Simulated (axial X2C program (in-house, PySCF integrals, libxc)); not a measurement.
## MoSn: cheaper levels and CCSD(T), 2c

Calculated with an in-house relativistic program for diatomic molecules. Two-component (2c) means X2C with spin–orbit coupling and atomic mean-field two-electron Coulomb and Gaunt terms. Basis: Sn dyall-cv3z [11s12p9d4f1g], Mo dyall-cv3z [11s12p9d5f3g] (cores contracted in-house); Gaussian nuclei, density fitting, unrestricted open shells. Masses: Sn 119.902 u, Mo 97.905 u.

State: Ω = 3 (⟨Sz⟩ = 2.07, ⟨Lz⟩ = 0.93 at HF); fragments Sn + Mo.

```
  level  Re (Å)  ωe (cm⁻¹)
   PBE0   2.724      164.9
     HF   3.184       74.1
   CCSD   2.796      153.4
r2SCAN0   2.754      159.4
```

Correlated methods: 10 electrons correlated (number of frozen shells: Sn 4 s, 3 p, 2 d; Mo 4 s, 3 p, 1 d), 354 virtual spin orbitals or spinors in MP2, 90 natural virtuals in coupled cluster.

CCSD(T), same Hamiltonian and basis:

Re = 2.769 Å, ωe = 160.6 cm⁻¹; T1 = 0.044 (Lee–Taylor normalisation).

Question: Give the differences from CCSD(T) in the columns below.

Answer: 

```tsv
level	ΔRe (Å)	Δωe (cm⁻¹)
PBE0	-0.045	4.3
HF	0.415	-86.5
CCSD	0.027	-7.2
r2SCAN0	-0.015	-1.2
```

The state is one determinant whose occupation by symmetry is held fixed; it was picked as the lowest of a PBE0 search that is not exhaustive. De is not given where an atomic determinant may have missed its ground term or J level, or where the truncated virtual space spoils (T). Density functionals use the spin component along the axis (collinear). CCSD and (T) use frozen natural virtuals with an MP2 correction for the truncation; (T) itself is uncorrected, so its De runs slightly low. Other states lie close and PBE0, whose exact exchange favours high spin, may order them wrongly; the determinant shown need not be the ground state. The nearest other 2c determinant of the search, Ω = 1, lies 0.25 eV up at the distance of the search. Without a current term, density functionals place determinants with orbital angular momentum somewhat too high. With several unpaired electrons one determinant need not be a pure state. Open-shell Ω = 0 determinants with evenly filled partner blocks cannot be reached by this program, so the Ω shown need not be the lowest component. The determinant is spin-polarised beyond a pure state at some levels (its spin-free form has ⟨S²⟩ too high), which makes Re and μ there less reliable. The T1 diagnostic is large, a sign of multireference character. With the outer-core shells frozen, correlated bond lengths of heavy atoms tend to come out a few hundredths of an ångström too long.
